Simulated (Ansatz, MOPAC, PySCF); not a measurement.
Noncovalent pair: HF (SMILES F) (first 2 atoms) with H2 (SMILES [H][H]); geometry from B3LYP-D3(BJ)/def2-TZVP, rigid monomers moved along the line of their centres of mass till H2···H3 is 1.78 Å.
(charge 0, multiplicity 1):
```xyz
4

F      0.06905     0.09157    -0.12666
H      0.10901     0.08216     0.79901
H      0.55901     0.08224     2.52046
H     -0.18559     0.04384     2.55334
```

Monomers are frozen at their geometry in the pair; levels with a basis set take the counterpoise correction. Rows marked so take none.

Correlated levels freeze the cores. CBS: X⁻³ extrapolation of the correlation energy, Hartree–Fock from the larger set. Rows in 3-21G, 6-311+G**, 6-31G*, STO-3G carry no dispersion term and start afresh at each structure (6-31G* with six Cartesian d functions). MP2/6-31G* freezes PySCF's default core. The state that AM1 reach isn't checked.

Codes used: Ansatz (Gaussian orbitals); MOPAC for AM1 (differences of heats of formation); PySCF for 3-21G rows, 6-311+G** rows, 6-31G* rows, STO-3G rows, the dispersion terms. Each number belongs to the level named beside it.

Other levels give for the interaction energy: PBE/def2-TZVPPD -1.33; B3LYP/def2-TZVPPD -0.73; B3LYP-D3(BJ)/def2-TZVPPD -1.06; wB97M-V/def2-TZVPPD -0.79; CCSD(T)/CBS(aug-cc-pVTZ, aug-cc-pVQZ) -0.78 kcal/mol.

Common cheap choices:

```tsv
level	interaction energy (kcal/mol)	less -0.78 (CCSD(T)/CBS(aug-cc-pVTZ, aug-cc-pVQZ))
AM1	0.76	1.54
HF/STO-3G (no counterpoise)	4.49	5.26
HF/3-21G (no counterpoise)	1.87	2.65
HF/6-31G* (no counterpoise)	1.82	2.59
BP86/6-31G* (no counterpoise)	0.84	1.62
B3LYP/6-31G* (no counterpoise)	0.35	1.13
B3LYP/6-311+G** (no counterpoise)	-0.67	0.11
MP2/6-31G* (no counterpoise)	1.38	2.16
```

Ansatz is a program for electronic structure.
